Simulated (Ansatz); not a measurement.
`CO[SiH2]S[SiH](F)F` + `BN` → `BN[SiH2]OC` + `F[SiH](F)S`  (ligand exchange at the Si–S bond)

Computed with Ansatz on PBE0-D4/def2-TZVP structures; ΔE is electronic, products minus reactants. CBS: MP2 limit from def2 TZ/QZ plus the TZ coupled-cluster correction, frozen cores. This one scheme is used for every species. DFT in def2-TZVPP. Each species was taken in one conformer, which may not be the lowest.

| level | ΔE (eV) |
| --- | --- |
| PBE-D4 | 0.32 |
| PBE0-D4 | 0.29 |
| CCSD/def2-TZVPP | 0.14 |
| CCSD/CBS(def2) | 0.17 |

Q: What does CCSD(T)/CBS give? (An estimate is asked.)

A: Computed: +0.20 eV. The listed levels differ from it by 0.12, 0.09, -0.06, -0.03 eV.

Largest T1 diagnostic among the species: 0.012.

In def2-TZVPP, CCSD(T) changes the Hartree–Fock value by +0.14 eV (the triples alone add +0.03 eV) and MP2 by +0.17 eV. The D4 term adds +0.10 eV with B3LYP and +0.06 eV with PBE0; it sums over pairs of atoms, weighted by their polarisabilities, and B3LYP, whose exchange is more repulsive, gets the larger term.

B3LYP here is the variant with VWN-RPA as its local correlation; programs differ in this.
